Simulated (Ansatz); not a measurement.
Relaxation of C$_{2}$H$_{7}$BGeO (12 atoms, charge 0, multiplicity 1), to a largest force component of 0.02 eV/Å in at most 50 steps.

Method: Ansatz, RKS PBE/def2-SVP.

```xyz
12
Properties=species:S:1:pos:R:3:forces:R:3
B -1.415 0.728 -0.386 -1.13 0.25 0.06
C -0.377 0.009 0.481 0.06 0.08 0.22
C 0.959 0.697 0.515 -0.86 1.63 1.77
O 1.849 -0.246 -0.173 2.98 0.55 -1.05
Ge 0.435 -1.419 -0.496 -1.70 -0.89 0.89
H -2.543 0.981 0.040 0.17 0.06 0.04
H -1.171 1.156 -1.480 0.34 -0.02 -0.54
H -0.700 -0.287 1.475 -0.45 -0.55 0.65
H 1.026 1.693 0.048 0.11 0.20 -0.59
H 2.779 0.010 0.050 -0.32 -0.95 -0.29
H 0.581 -2.709 0.377 0.31 -0.08 -0.51
H 0.076 -1.454 -1.964 0.51 -0.28 -0.66
```

Question: Where does it end, and by what steps?

Answer: It converged. After 28 steps the energy has fallen by 2.530 eV; H6 moved furthest, 1.14 Å. Joined: B1–C3 (2.54 → 1.57 Å).

```
step  energy less start (eV)  largest force component (eV/Å)  accepted
   0                  0.0000                           2.982       yes
   1                 -0.5442                           1.598       yes
   2                 -0.7155                           0.953       yes
   3                 -0.7608                           1.298       yes
   4                 -0.5011                           2.810        no
   5                 -0.8397                           0.568       yes
   6                 -0.8716                           0.403       yes
   7                 -0.8919                           0.380       yes
   8                 -0.9400                           0.263       yes
   9                 -1.0054                           0.455       yes
  10                 -1.0966                           0.876       yes
  11                 -1.2406                           0.574       yes
  12                 -1.3535                           0.817       yes
  13                 -1.4027                           0.443       yes
  14                 -1.4282                           0.333       yes
  15                 -1.4422                           0.227       yes
  16                 -1.4541                           0.230       yes
  17                 -1.4815                           0.393       yes
  18                 -1.5774                           1.106       yes
  19                 -1.7648                           2.479       yes
  20                 -2.2074                           2.015       yes
  21                 -2.4000                           1.661       yes
  22                 -2.4591                           0.610       yes
  23                 -2.5177                           0.306       yes
  24                 -2.5274                           0.077       yes
  25                 -2.5285                           0.035       yes
  26                 -2.5295                           0.026       yes
  27                 -2.5293                           0.042        no
  28                 -2.5297                           0.012       yes
```

```xyz
12
Properties=species:S:1:pos:R:3
B -0.990 0.955 -0.473
C -0.613 -0.251 0.583
C 0.400 0.850 0.257
O 1.487 0.126 -0.602
Ge 0.368 -1.555 -0.406
H -1.772 1.806 -0.077
H -1.008 0.667 -1.669
H -1.012 -0.436 1.592
H 0.902 1.485 1.007
H 2.306 0.038 -0.069
H 1.416 -2.556 0.198
H 0.013 -1.970 -1.855
```

The run took 92 s on 2 threads of AMD EPYC 7R13 Processor (Zen 3) (shared host), peak memory 0.19 GiB.
